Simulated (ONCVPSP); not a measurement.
## Building the ONCV potential for silver (PBE, fully relativistic).

- Element: Ag (Z = 47)
- Generator: ONCVPSP 4.0.1
- Type: optimised norm-conserving Vanderbilt (ONCV)
- Functional: PBE
- Relativity: fully relativistic
- Frozen core: [Kr]
- Valence charge: 11
- Reference configuration: 4d10 5s1
- Partial waves: 5s: rc 2.50 bohr, ncon 4, nbas 8, qcut 2.1 1/bohr, 2 projectors, debl 3.4 Ha; p scattering state at 0.3 Ha: rc 2.15 bohr, ncon 4, nbas 7, qcut 4.2 1/bohr, 2 projectors, debl 3.1 Ha; 4d: rc 1.55 bohr, ncon 4, nbas 9, qcut 8.4 1/bohr, 2 projectors, debl 2.5 Ha
- Local potential: polynomial inside 1.10 bohr (lpopt 5, dvloc0 0 Ha)
- Core correction: none

Open shells are filled in proportion to 2j + 1.

Poles of the logarithmic derivatives, all-electron (AE) and pseudo (PS). s: poles at 1.0 (AE) and 1.0, 4.7 (PS) Ha. p3/2: poles at 2.8 (AE) and -0.6, 2.8 (PS) Ha. p1/2: poles at 2.7 (AE) and -0.7, 2.7 (PS) Ha. d5/2: poles at 0.9 (AE) and 0.9 (PS) Ha. d3/2: poles at 0.9 (AE) and 0.9 (PS) Ha. Test radii: s 2.54, p3/2 2.19, p1/2 2.19, d5/2 1.57, d3/2 1.57 bohr.

* Cutoffs needed: 29 Ha and 33 Ha (the cutoffs (Ha) at which the residual kinetic energy of the hardest occupied pseudo-wave falls to 1 and 0.1 mHa per electron)
* Ghost test: ghosts flagged at negative energy: s at -91.1 eV, p3/2 at -18.0 eV, p1/2 at -19.1 eV; GHOST(+) flagged for s at 129.4 eV, p3/2 at 478.9 eV, p1/2 at 500.7 eV; a true bound ghost makes a file unfit for plane-wave use
* Largest excitation error: -86 meV (all-electron minus pseudo) for 4d8 5s0, out of 4 test configurations
